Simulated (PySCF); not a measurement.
PySCF input for C₃H₅BF₂, SMILES FB1CC[C@@H]1F, PBE0-D3(BJ)/def2-SVP. The structure is a stationary point at PBE0-D3(BJ)/def2-SVP. The structure was generated by enumeration; whether it is a known compound was not checked.

```python
import numpy as np
from pyscf import gto, scf, dft, df
from pyscf.hessian import thermo

mol = gto.M(
    atom='''
    F     1.24927756    1.37258561    0.74244396
    B     0.64586683    0.53008189   -0.06894426
    C    -0.09743110    0.72061430   -1.44357007
    C    -1.09297843   -0.30406566   -0.82335565
    C    -0.03287798   -0.87615225    0.15897922
    F    -0.46020042   -1.30372032    1.38288219
    H    -0.48872260    1.70928700   -1.71985867
    H     0.43422139    0.29473766   -2.30846843
    H    -1.56313066   -1.02590050   -1.50839451
    H    -1.88527557    0.20433646   -0.25197568
    H     0.51160425   -1.69503592   -0.34683797
    ''',
    basis='def2-SVP',
    charge=0,
    spin=0,
    max_memory=1600,
    verbose=3,
)
mf = dft.RKS(mol, xc='pbe0').density_fit(auxbasis='def2-universal-jkfit')
mf.disp = 'd3bj'
mf.grids.level = 3
mf.conv_tol = 1e-11
mf.max_cycle = 100
mf.kernel()

# [left out here: the lines that compute and print the analytic Hessian (its translational invariance restored by hand, since the grid's response is missing), thermochemistry and intensities]
```

Output:

```
[...]
Irrep
Freq [cm^-1]                      702.0345            735.1964            898.3709
Reduced mass [au]                   2.7572              1.6559              1.3762
Force const [Dyne/A]                0.8006              0.5273              0.6544
Char temp [K]                    1010.0713           1057.7839           1292.5557
Normal mode                   x     y     z       x     y     z       x     y     z
       0   F                 0.03  0.05  0.05   -0.04 -0.04 -0.04    0.03  0.02  0.02
       1   B                 0.10  0.03 -0.07    0.05 -0.02 -0.05   -0.09  0.00  0.05
       2   C                -0.07  0.06 -0.05   -0.00  0.04  0.07    0.02 -0.01 -0.06
       3   C                -0.01  0.03 -0.04   -0.02  0.02  0.06   -0.04  0.03 -0.01
       4   C                -0.00 -0.08 -0.01    0.02  0.08  0.04    0.05 -0.05 -0.00
       5   F                -0.02 -0.05  0.07   -0.01 -0.00 -0.03   -0.00  0.01  0.01
       6   H                -0.08 -0.03 -0.34    0.22  0.05 -0.18    0.32  0.15  0.08
       7   H                -0.06 -0.16  0.05   -0.05 -0.29  0.20   -0.44 -0.21 -0.24
       8   H                 0.10  0.05 -0.14    0.40 -0.11 -0.09    0.07  0.16 -0.22
       9   H                -0.09 -0.09 -0.06   -0.30 -0.27 -0.08   -0.12 -0.27  0.16
      10   H                -0.21 -0.24  0.03   -0.03  0.09 -0.03    0.26  0.03  0.09
Mode                                 9                  10                  11
Irrep
Freq [cm^-1]                      918.1255            924.2354            999.8180
Reduced mass [au]                   2.4709              2.1413              2.1570
Force const [Dyne/A]                1.2272              1.0777              1.2704
Char temp [K]                    1320.9782           1329.7690           1438.5154
Normal mode                   x     y     z       x     y     z       x     y     z
       0   F                -0.01 -0.00  0.01   -0.02 -0.02 -0.01   -0.01 -0.00 -0.01
       1   B                 0.05  0.05 -0.09    0.08 -0.03 -0.02    0.03 -0.04  0.03
       2   C                 0.08  0.08 -0.01   -0.08 -0.05  0.08    0.03  0.05  0.01
       3   C                -0.09 -0.13  0.02   -0.02  0.04 -0.12    0.10 -0.04  0.03
       4   C                -0.04  0.02 -0.03    0.06  0.04  0.03   -0.16  0.03 -0.04
       5   F                -0.01 -0.02  0.03   -0.01 -0.01  0.02    0.02  0.00  0.00
       6   H                 0.30  0.18  0.02    0.01 -0.03 -0.00   -0.26 -0.12 -0.20
       7   H                 0.16  0.07  0.04   -0.00 -0.08  0.13   -0.28 -0.17 -0.07
       8   H                -0.29 -0.03  0.04   -0.26  0.26 -0.20    0.01  0.16 -0.12
       9   H                 0.06 -0.12  0.23    0.16  0.08  0.08    0.16 -0.13  0.19
      10   H                 0.15  0.05  0.10    0.36  0.15  0.17    0.17  0.18  0.07
Mode                                12                  13                  14
Irrep
Freq [cm^-1]                     1050.8155           1120.8637           1172.9466
Reduced mass [au]                   2.7039              1.7895              2.3342
Force const [Dyne/A]                1.7591              1.3246              1.8921
Char temp [K]                    1511.8896           1612.6733           1687.6091
Normal mode                   x     y     z       x     y     z       x     y     z
       0   F                 0.00  0.02 -0.00    0.01  0.01  0.02   -0.01 -0.02 -0.02
       1   B                 0.04 -0.15  0.12   -0.02 -0.01 -0.01    0.01  0.02  0.04
       2   C                -0.03  0.10 -0.08   -0.12 -0.04 -0.03    0.04 -0.02  0.03
       3   C                -0.05  0.00 -0.04    0.11  0.02 -0.03   -0.01  0.05 -0.06
       4   C                 0.03  0.00  0.05   -0.07  0.03 -0.02    0.06  0.06 -0.13
       5   F                 0.00  0.01 -0.02    0.01 -0.00  0.00   -0.03 -0.02  0.09
       6   H                 0.03  0.07 -0.27    0.49  0.25  0.18   -0.13 -0.10  0.01
       7   H                 0.06  0.02 -0.00    0.14 -0.05  0.14   -0.08 -0.00 -0.05
       8   H                -0.09 -0.30  0.31    0.06 -0.11  0.15    0.04 -0.24  0.21
       9   H                -0.01 -0.03  0.05    0.17 -0.15  0.20    0.03 -0.25  0.26
      10   H                 0.13  0.08  0.04   -0.13 -0.01 -0.02   -0.09  0.08 -0.31
Mode                                15                  16                  17
Irrep
Freq [cm^-1]                     1198.4802           1216.2814           1264.1746
Reduced mass [au]                   1.5226              1.2508              1.4384
Force const [Dyne/A]                1.2886              1.0902              1.3544
Char temp [K]                    1724.3462           1749.9581           1818.8657
Normal mode                   x     y     z       x     y     z       x     y     z
       0   F                -0.00 -0.01 -0.01   -0.00 -0.00 -0.00    0.00 -0.00  0.00
       1   B                -0.03  0.03  0.01    0.01 -0.01  0.01   -0.00  0.05 -0.06
       2   C                 0.03  0.04  0.06    0.03 -0.03 -0.04    0.04 -0.02  0.05
       3   C                 0.02 -0.06 -0.09   -0.03  0.04 -0.02   -0.01  0.09 -0.04
       4   C                 0.03  0.04  0.08   -0.01  0.03  0.08   -0.06 -0.05 -0.00
       5   F                 0.01 -0.00 -0.03    0.02  0.00 -0.04    0.02 -0.00 -0.03
       6   H                 0.08  0.02 -0.06   -0.22 -0.11  0.01   -0.11 -0.07  0.07
       7   H                -0.41 -0.22 -0.08    0.30  0.22 -0.01   -0.07 -0.04  0.00
       8   H                -0.24 -0.07  0.09    0.01  0.18 -0.19    0.08 -0.34  0.35
       9   H                 0.19  0.05  0.06   -0.03 -0.47  0.45   -0.06 -0.07  0.04
      10   H                -0.47 -0.24  0.02   -0.25 -0.14  0.11    0.24 -0.18  0.54
Mode                                18                  19                  20
Irrep
Freq [cm^-1]                     1373.7928           1399.1808           1453.3961
Reduced mass [au]                   1.8512              1.2033              1.2358
Force const [Dyne/A]                2.0585              1.3880              1.5380
Char temp [K]                    1976.5819           2013.1096           2091.1134
Normal mode                   x     y     z       x     y     z       x     y     z
       0   F                -0.02 -0.03 -0.03   -0.01 -0.01 -0.00    0.02  0.02  0.02
       1   B                 0.04  0.03  0.12    0.01  0.04 -0.01   -0.05 -0.06 -0.05
       2   C                -0.03 -0.02 -0.02   -0.01 -0.04  0.07    0.00  0.00  0.01
       3   C                -0.00 -0.02  0.05    0.01  0.01 -0.01   -0.07 -0.02 -0.01
       4   C                 0.02  0.09 -0.10   -0.03 -0.05  0.04    0.01  0.03 -0.01
       5   F                 0.00 -0.02  0.01    0.00  0.01 -0.01   -0.00 -0.00  0.00
       6   H                 0.15  0.03 -0.13    0.31 -0.07 -0.53   -0.01 -0.02 -0.04
       7   H                -0.00  0.17 -0.11   -0.12  0.54 -0.29   -0.01  0.02 -0.00
       8   H                 0.05  0.09 -0.10    0.04 -0.03  0.03    0.53 -0.17 -0.22
       9   H                -0.02  0.11 -0.09    0.03 -0.02  0.05    0.43  0.37  0.31
      10   H                -0.11 -0.35  0.49    0.05  0.11 -0.15   -0.01 -0.03  0.07
Mode                                21                  22                  23
Irrep
Freq [cm^-1]                     1507.0846           3061.5778           3079.8793
Reduced mass [au]                   3.7223              1.0838              1.0593
Force const [Dyne/A]                4.9812              5.9856              5.9205
Char temp [K]                    2168.3591           4404.9288           4431.2606
Normal mode                   x     y     z       x     y     z       x     y     z
       0   F                -0.04 -0.05 -0.05   -0.00  0.00  0.00   -0.00 -0.00 -0.00
       1   B                 0.11  0.15  0.11   -0.00 -0.00  0.00    0.00  0.00  0.00
       2   C                -0.01  0.01 -0.05    0.00  0.00 -0.00    0.00 -0.00  0.00
       3   C                -0.04 -0.00 -0.02    0.00 -0.00 -0.00   -0.06 -0.01 -0.01
       4   C                -0.03 -0.08  0.05   -0.04  0.06  0.03   -0.00  0.00  0.00
       5   F                 0.01  0.01 -0.01   -0.00 -0.00  0.00    0.00  0.00 -0.00
       6   H                -0.00  0.07  0.15    0.01 -0.03  0.01   -0.02  0.05 -0.01
       7   H                 0.02 -0.13  0.04   -0.03  0.02  0.04    0.02 -0.01 -0.02
       8   H                 0.20 -0.11 -0.06    0.02  0.03  0.03    0.27  0.46  0.43
       9   H                 0.17  0.13  0.15   -0.04  0.03  0.03    0.48 -0.33 -0.36
      10   H                 0.04  0.08 -0.16    0.45 -0.72 -0.43    0.01 -0.01 -0.01
Mode                                24                  25                  26
Irrep
Freq [cm^-1]                     3101.4041           3148.9966           3172.3438
Reduced mass [au]                   1.0639              1.1108              1.1052
Force const [Dyne/A]                6.0294              6.4897              6.5533
Char temp [K]                    4462.2300           4530.7050           4564.2964
Normal mode                   x     y     z       x     y     z       x     y     z
       0   F                 0.00 -0.00 -0.00    0.00 -0.00 -0.00   -0.00 -0.00 -0.00
       1   B                 0.00  0.00  0.00   -0.00 -0.00 -0.00    0.00  0.00  0.00
       2   C                 0.02  0.01 -0.06    0.01 -0.02  0.00   -0.04  0.07  0.02
       3   C                -0.01  0.00  0.00   -0.02  0.06  0.06   -0.01  0.01  0.01
       4   C                 0.00 -0.00 -0.00   -0.00  0.01  0.00   -0.00  0.00  0.00
       5   F                -0.00  0.00 -0.00    0.00 -0.00 -0.00    0.00 -0.00  0.00
       6   H                 0.19 -0.47  0.11   -0.07  0.17 -0.05    0.28 -0.69  0.20
       7   H                -0.38  0.32  0.63   -0.02  0.02  0.03    0.24 -0.19 -0.41
       8   H                -0.01 -0.01 -0.01   -0.28 -0.43 -0.41   -0.04 -0.07 -0.07
       9   H                 0.07 -0.04 -0.05    0.47 -0.30 -0.33    0.11 -0.07 -0.08
      10   H                -0.03  0.04  0.03    0.04 -0.06 -0.03    0.01 -0.01 -0.01
temperature 298.1500 [K]
pressure 101325.00 [Pa]
Rotational constants [GHz] 4.60419 3.49445 2.15715
Symmetry number 1
Zero-point energy (ZPE) 0.08109 [Eh]   212912.549 [J/mol]
                           tot       elec      trans        rot        vib
Entropy [J/mol/K]       321.245      0.000    164.849    111.417     44.979
Cv [J/mol/K]             85.053      0.000     12.472     12.472     60.110
Cp [J/mol/K]             93.368      0.000     20.786     12.472     60.110
Internal energy [J/mol]                      3718.434   3718.434 220746.640
Internal energy [Eh]   -341.18655  -341.27346
Enthalpy [J/mol]                             6197.391   3718.434 220746.640
Enthalpy [Eh]          -341.18560
Gibbs free energy [J/mol]                  -42952.454 -29500.477 207336.203
Gibbs free energy [Eh] -341.22208
mode   freq/cm-1   IR/(km/mol)
   1       97.38         1.902
   2      171.11         3.180
   3      307.42         2.984
   4      395.99         2.023
   5      520.61         6.586
   6      604.68         5.090
   7      702.03        18.774
   8      735.20         3.971
   9      898.37        10.148
  10      918.13        34.070
  11      924.24        31.921
  12      999.82         0.681
  13     1050.82        89.418
  14     1120.86         1.554
  15     1172.95        44.252
  16     1198.48        12.108
  17     1216.28        22.805
  18     1264.17         2.553
  19     1373.79        54.567
  20     1399.18         5.826
  21     1453.40        50.459
  22     1507.08       288.256
  23     3061.58        13.824
  24     3079.88        14.787
  25     3101.40         2.220
  26     3149.00         8.998
  27     3172.34         3.795
max |gradient| / (hartree/bohr): 0.00014772181344039232
APT charges: [-5.8080e-01  1.0491e+00 -2.8850e-01 -4.1000e-02  3.3470e-01 -5.2200e-01
  2.8000e-02  4.7000e-02 -2.4000e-02 -4.0000e-04 -2.0000e-03]
```

The calculation finished and met its thresholds.

Cost: about 2.1 core-minutes (a rough figure).
